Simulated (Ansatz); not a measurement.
`C#[C][Ge]([Cl])([Cl])[Cl]` + `CCNC` → `CC[N](C)[Ge]([Cl])([Cl])[Cl]` + `C#C` at 400 K and 1 bar (ligand exchange at a Ge–C bond).

Program: Ansatz. Geometries: PBE0-D4/def2-TZVP. ΔE: electronic, gas phase. CBS: MP2 limit from def2 TZ/QZ plus the TZ coupled-cluster correction, frozen cores. This one scheme is used for every species. For Ge outer-core shells are correlated without core-valence functions, which leaves a few kJ/mol of doubt a bond. Scalar relativity is left out up to krypton. Each species was taken in one conformer, which may not be the lowest.

```csv
species,CCSD(T)/CBS energy (Eh),H − E (kJ/mol),S (J/(mol·K))
`C#[C][Ge]([Cl])([Cl])[Cl]`,-3532.21859,97.9,415.1
`CCNC`,-174.26710,345.0,331.8
`CC[N](C)[Ge]([Cl])([Cl])[Cl]`,-3629.26530,355.2,524.0
`C#C`,-77.22717,85.5,213.8
```

H − E and S are ideal-gas, rigid-rotor, harmonic terms from PBE0-D4/def2-TZVP, for one conformer and one mirror image of each species. 1 Eh = 2625.50 kJ/mol, R = 8.31446 J/(mol·K).

By hand: ΔE, ΔH, ΔS and ΔG.

ΔE = (-3629.26530) + (-77.22717) − (-3532.21859) − (-174.26710) = -0.00678 Eh = -17.8 kJ/mol. Δ(H − E) = 355.2 + 85.5 − 97.9 − 345.0 = -2.2, so ΔH = -20.0 kJ/mol. ΔS = 524.0 + 213.8 − 415.1 − 331.8 = -9.1 J/(mol·K). ΔG = -20.0 − 400 × (-9.1)/1000 = -16.4 kJ/mol.

By hand: the equilibrium constant, and the temperature at which ΔG would vanish if ΔH and ΔS stayed fixed.

log₁₀ K = −ΔG/(RT ln 10) = 2.1. ΔG = 0 at ΔH/ΔS = 2198 K, though so small a ΔS makes that figure unsure.

The number of gas molecules stays the same, so ΔS is small and ΔH decides. A doubt of 5 kJ/mol in ΔE shifts log₁₀ K by 0.7 here. Other conformers and mirror images would add mixing entropy, several J/(mol·K) or more a flexible species. Modes under 60 cm⁻¹, often nearly free rotors, make the harmonic entropy too high. These are equilibria of isolated gas molecules and say nothing of rates. Largest T1 diagnostic: 0.013 (customary marks: 0.02 for closed shells, 0.045 for open ones).
